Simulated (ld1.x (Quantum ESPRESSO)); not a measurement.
**Cutoff test, nitrogen, ultrasoft**

ld1.x (Quantum ESPRESSO) 7.5 input, shortened:

```
&input
   title='N', zed=7., rel=1, dft='PBE', iswitch=3,
   config='[He] 2s2 2p3'
 /
 &inputp
   pseudotype=3, tm=.true., lloc=-1, rcloc=1.30,
   nlcc=.true., rcore=0.50,
   which_augfun='PSQ', rmatch_augfun=0.60
 /
4
2S  1  0   2.00   0.00  0.60  0.70  0.0
2S  1  0   0.00  -0.65  0.60  0.70  0.0
2P  2  1   3.00   0.00  1.55  1.85  0.0
2P  2  1   0.00   0.65  1.55  1.85  0.0
 &test
   configts(1)='2s2 2p3'
 /
```

The pseudo-atom Hamiltonian at the reference potential is diagonalised in spherical Bessel functions j_l(qr) that vanish at 20 bohr, with q² up to the cutoff. All-electron valence levels (Ry): 2s -1.3658, 2p -0.5211.

Question: How do the lowest levels (Ry) of each channel move with the cutoff, and are there ghosts?

Answer:

```csv
cutoff (Ry),s #1,s #2,p #1,d #1,d #2,f #1,f #2,Σ f·Δε (mRy)
8,-1.0435,-0.0038,-0.3824,0.0768,0.1803,0.1195,0.2582,1060.9
15,-1.0903,-0.0052,-0.5101,0.0768,0.1802,0.1195,0.2582,584.1
21,-1.1697,-0.0077,-0.5201,0.0768,0.1802,0.1195,0.2582,395.4
35,-1.2863,-0.0114,-0.5210,0.0768,0.1802,0.1195,0.2582,159.3
45,-1.3302,-0.0127,-0.5211,0.0768,0.1802,0.1195,0.2582,71.3
60,-1.3578,-0.0136,-0.5211,0.0768,0.1802,0.1195,0.2582,16.0
80,-1.3648,-0.0139,-0.5211,0.0768,0.1802,0.1195,0.2582,2.1
110,-1.3655,-0.0139,-0.5211,0.0768,0.1802,0.1195,0.2582,0.6
400,-1.3658,-0.0139,-0.5211,0.0768,0.1802,0.1195,0.2582,0.0
```

Result: no extra level below or beside the all-electron valence levels (s, p, d, f tested); 10 mRy is reached at 70 Ry and 1 mRy at 90 Ry.
